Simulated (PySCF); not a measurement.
Sn(I)(Me) (CH₃ISn), SMILES [CH3][Sn][I] (connectivity only; charge and spin as stated), neutral, multiplicity 1. Atoms are numbered in the order given.

```xyz
6

Sn     0.4040    -1.2554     0.0000
I     -0.0630     1.4929     0.0000
C     -1.7498    -1.7918     0.0000
H     -1.8899    -2.8843     0.0000
H     -2.2356    -1.3589    -0.8897
H     -2.2356    -1.3589     0.8897
```

Coordinates come from a B3LYP-D3(BJ)/def2-SVP optimisation. The def2 effective core potentials stand for the cores of I, Sn; spin–orbit coupling is left out.

These are PBE/def2-TZVPD (PySCF) values and carry that method's errors.

Isolated molecule, no solvent.

* **total energy**: -551.91568 hartree
* **point group**: Cs
* **highest occupied level**: -5.61 eV
* **lowest empty level**: -3.62 eV
* **orbital gap**: 1.99 eV
* **dipole moment**: 2.72 D
* **quadrupole, principal values (traceless, Buckingham form, about the centre of nuclear charge)**: -4.41, 1.21, 3.20 D·Å
* **mean static polarisability**: 103.4 bohr³ (15.32 Å³)
* **polarisability, principal values**: 74.9, 100.1, 135.2 bohr³
